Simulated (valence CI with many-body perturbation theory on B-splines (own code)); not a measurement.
## From CI to CI+MBPT in Dy52+

Computed by relativistic CI+MBPT: four valence electrons over a frozen Dirac-Fock core [Ne], radial functions for each j: 11 s, 11 p, 9 d, 7 f, 5 g, 2 h, 1 i, with the one-electron correlation potential Σ1 (screened to all orders), the two-electron term Σ2, the three-electron term Σ3, Breit, model QED; selected single and double excitations, second order for the rest (own B-spline code, finite nucleus).

No measured spectrum was set against this ion. As an estimate, large intervals hold to a few tenths of a per cent, small ones and those within an open d or f shell to about a per cent.

Each rung adds one term. CI alone is the Dirac-Coulomb CI over the frozen core; QED comes last and gives the full result, which names the levels. Energies are above (3s^2 3p1/2^2) J=0 on the same rung, in Ry.

Levels are named by their leading jj configuration (3d3/2^4 stands for four electrons in 3d with j = 3/2), which in mixed levels can hold well under half, so a name can repeat and another be missing. Letters in brackets count levels of one name in rising energy.

| Level | CI alone | + Σ1 | + Σ2 | + Σ3 | + Breit | Full |
| --- | --- | --- | --- | --- | --- | --- |
| (3s^2 3p1/2 3p3/2) J=1 | 14.768 | 14.778 | 14.786 | 14.788 | 14.589 | 14.611 |
| (3s^2 3p1/2 3p3/2) J=2 | 15.400 | 15.410 | 15.416 | 15.416 | 15.192 | 15.214 |
| (3s 3p1/2^2 3p3/2) J=2 | 25.139 | 25.131 | 25.137 | 25.141 | 25.107 | 24.914 |
| (3s 3p1/2^2 3p3/2) J=1 | 26.975 | 26.967 | 26.955 | 26.958 | 26.910 | 26.739 |
| (3s^2 3p1/2 3d3/2) J=2 | 28.924 | 28.917 | 28.908 | 28.906 | 28.630 | 28.613 |
| (3s^2 3p3/2^2) J=2 | 30.598 | 30.619 | 30.633 | 30.634 | 30.228 | 30.269 |
| (3s^2 3p1/2 3d3/2) J=1 | 31.619 | 31.613 | 31.559 | 31.549 | 31.330 | 31.284 |
| (3s^2 3p3/2^2) J=0 | 31.883 | 31.904 | 31.914 | 31.912 | 31.533 | 31.573 |
| (3s^2 3p1/2 3d5/2) J=2 | 33.638 | 33.640 | 33.614 | 33.609 | 33.260 | 33.244 |
| (3s^2 3p1/2 3d5/2) J=3 | 33.734 | 33.737 | 33.718 | 33.712 | 33.317 | 33.309 |
| (3s 3p1/2^2 3d3/2) J=1 | 39.496 | 39.471 | 39.455 | 39.454 | 39.396 | 39.161 |
| (3s 3p1/2 3p3/2^2) J=2 [a] | 39.551 | 39.553 | 39.565 | 39.569 | 39.348 | 39.181 |
| (3s 3p1/2^2 3d3/2) J=2 | 39.962 | 39.938 | 39.919 | 39.917 | 39.840 | 39.605 |
| (3s 3p1/2 3p3/2^2) J=3 | 40.679 | 40.681 | 40.691 | 40.695 | 40.422 | 40.258 |
| (3s 3p1/2 3p3/2^2) J=0 | 41.380 | 41.382 | 41.394 | 41.397 | 41.182 | 41.026 |
| (3s 3p1/2 3p3/2^2) J=1 [a] | 42.303 | 42.305 | 42.301 | 42.304 | 42.058 | 41.906 |
| (3s 3p1/2 3p3/2^2) J=2 [b] | 42.416 | 42.419 | 42.410 | 42.413 | 42.125 | 41.992 |
| (3s 3p1/2 3p3/2^2) J=1 [b] | 43.085 | 43.087 | 43.058 | 43.059 | 42.843 | 42.669 |
| (3s 3p1/2^2 3d5/2) J=3 | 43.978 | 43.962 | 43.934 | 43.930 | 43.736 | 43.511 |

**Question.** How does the ionisation energy move along the ladder, and which term matters most?

**Answer.** CI alone 4952.9, + Σ1 4954.0, + Σ2 4954.1, + Σ3 4953.9, + Breit 4947.3, + QED 4947.3 eV. The largest step is Breit, -6.6 eV. NIST lists 4945 ± 4 eV (theoretical).
